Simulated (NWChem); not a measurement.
System: propylene glycol (C3H8O2); SMILES C(C)(CO)O

The following NWChem deck was run.

```
start job
memory heap 200 mb stack 900 mb global 1100 mb
geometry units angstroms noautosym nocenter noautoz
  C     -0.659484     1.738212    -0.019811
  C      0.005826     0.429404     0.351410
  O      1.366378     0.388553    -0.049399
  C     -0.698530    -0.798284    -0.212025
  O      0.007934    -1.957877     0.101197
  H     -0.092334     2.587291     0.388003
  H     -0.714671     1.856216    -1.115844
  H     -1.687053     1.788519     0.371178
  H      0.036982     0.323330     1.449076
  H      1.403677     0.632015    -0.982911
  H     -1.716724    -0.883521     0.202883
  H     -0.812156    -0.663407    -1.312920
  H      0.940352    -1.711293     0.016208
end
basis spherical
  * library def2-svp
end
dft
  xc pbe0
  iterations 150
end
cosmo
  do_cosmo_smd true
  solvent dioxane
end
task dft energy
```

Output (shortened):

```
             Northwest Computational Chemistry Package (NWChem) 7.3.0
             --------------------------------------------------------

                             Geometry "geometry" -> ""
                             -------------------------

 Output coordinates in angstroms (scale by  1.889725989 to convert to a.u.)

  No.       Tag          Charge          X              Y              Z
 ---- ---------------- ---------- -------------- -------------- --------------
    1 C                    6.0000    -0.65948400     1.73821200    -0.01981100
    2 C                    6.0000     0.00582600     0.42940400     0.35141000
    3 O                    8.0000     1.36637800     0.38855300    -0.04939900
    4 C                    6.0000    -0.69853000    -0.79828400    -0.21202500
    5 O                    8.0000     0.00793400    -1.95787700     0.10119700
    6 H                    1.0000    -0.09233400     2.58729100     0.38800300
    7 H                    1.0000    -0.71467100     1.85621600    -1.11584400
    8 H                    1.0000    -1.68705300     1.78851900     0.37117800
    9 H                    1.0000     0.03698200     0.32333000     1.44907600
   10 H                    1.0000     1.40367700     0.63201500    -0.98291100
   11 H                    1.0000    -1.71672400    -0.88352100     0.20288300
   12 H                    1.0000    -0.81215600    -0.66340700    -1.31292000
   13 H                    1.0000     0.94035200    -1.71129300     0.01620800

 Effective nuclear repulsion energy (a.u.)     196.0722062414

                                 NWChem DFT Module
                                 -----------------

 Summary of "ao basis" -> "ao basis" (spherical)
 ------------------------------------------------------------------------------
       Tag                 Description            Shells   Functions and Types
 ---------------- ------------------------------  ------  ---------------------
 C                          def2-svp                 6       14   3s2p1d
 O                          def2-svp                 6       14   3s2p1d
 H                          def2-svp                 3        5   2s1p

 in cosmo_initialize ...
 calling solv_data for solv:dioxane

[...]

                                COSMO-SMD solvation results
                                ---------------------------

             internal energy in gas <Psi(g)|H|Psi(g)> =      -269.068223706154
         internal energy in solvent <Psi(s)|H|Psi(s)> =      -269.068025337525
                               delta internal energy  =         0.000198368629 (    0.12 kcal/mol)
   total free energy in solvent <Psi(s)|H+V/2|Psi(s)> =      -269.072171713913
 polarization energy contribution <Psi(s)|V/2|Psi(s)> =        -0.004146376388 (   -2.60 kcal/mol)
    total free energy in solvent including G(SMD-CDS) =      -269.075101304493
                       G(SMD-CDS) energy contribution =        -0.002929590579 (   -1.84 kcal/mol)
     1 M fixed-concentration free energy of solvation =        -0.006877598339 (   -4.32 kcal/mol)

                       DFT Final Molecular Orbital Analysis
                       ------------------------------------

 Vector   19  Occ=2.000000D+00  E=-3.347186D-01
              MO Center=  2.9D-01, -4.7D-02,  1.0D-01, r^2= 3.4D+00
   Bfn.  Coefficient  Atom+Function         Bfn.  Coefficient  Atom+Function
  ----- ------------  ---------------      ----- ------------  ---------------
    33      0.287480   3 O  py               32     -0.221962   3 O  px
    36      0.201285   3 O  py               61      0.202231   5 O  py
    18      0.182046   2 C  px               35     -0.177230   3 O  px
    20      0.171891   2 C  pz               60      0.168644   5 O  px
     4     -0.162488   1 C  px               86      0.155771   9 H  s

 Vector   20  Occ=2.000000D+00  E=-3.020089D-01
              MO Center=  4.5D-01, -1.7D-01, -3.4D-02, r^2= 2.9D+00
   Bfn.  Coefficient  Atom+Function         Bfn.  Coefficient  Atom+Function
  ----- ------------  ---------------      ----- ------------  ---------------
    33      0.439746   3 O  py               36      0.346219   3 O  py
    62      0.261218   5 O  pz               65      0.190569   5 O  pz
    47      0.180564   4 C  py               96     -0.175116  11 H  s
    46      0.156438   4 C  px               19     -0.150786   2 C  py
    97     -0.133631  11 H  s               101      0.131595  12 H  s

 Vector   21  Occ=2.000000D+00  E=-2.698584D-01
              MO Center= -2.8D-02, -1.1D+00, -5.5D-02, r^2= 2.4D+00
   Bfn.  Coefficient  Atom+Function         Bfn.  Coefficient  Atom+Function
  ----- ------------  ---------------      ----- ------------  ---------------
    62      0.479310   5 O  pz               65      0.375501   5 O  pz
   101      0.223062  12 H  s                33     -0.188772   3 O  py
    48     -0.185684   4 C  pz               19      0.181197   2 C  py
   102      0.174733  12 H  s                61      0.161319   5 O  py
    36     -0.154016   3 O  py               64      0.137585   5 O  py

 Vector   22  Occ=0.000000D+00  E= 6.147314D-02
              MO Center=  8.2D-02,  6.9D-01, -7.2D-01, r^2= 5.9D+00
   Bfn.  Coefficient  Atom+Function         Bfn.  Coefficient  Atom+Function
  ----- ------------  ---------------      ----- ------------  ---------------
     3      1.246337   1 C  s                92     -0.800997  10 H  s
    45      0.769719   4 C  s                82     -0.657355   8 H  s
    77     -0.644494   7 H  s               102     -0.564056  12 H  s
    97     -0.530909  11 H  s                72     -0.467011   6 H  s
    31      0.454912   3 O  s                17      0.402975   2 C  s

[...]
```

Level: PBE0/def2-SVP, SMD on the gas-phase geometry. Geometry: optimised at PBE0/def2-SVP. No frequency run checked for a minimum. Solvent: 1,4-dioxane.
